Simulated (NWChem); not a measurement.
Molecule: CH₆GeSi, singlet; SMILES [CH3][Ge][SiH3]

All runs: NWChem. Low-valent species are run as closed-shell singlets; no triplet was tried in these runs. Structure relaxed at the PBE-D3(BJ)/def2-SVP level.

For level PW91/def2-SVP:

| Quantity | Result |
|---|---|
| highest occupied level (eV) | -5.31 |
| orbital gap (eV) | 1.60 |

Estimate the same quantities for level MPW1K/def2-SVP.


- highest occupied level (eV): -6.98
- orbital gap (eV): 4.67
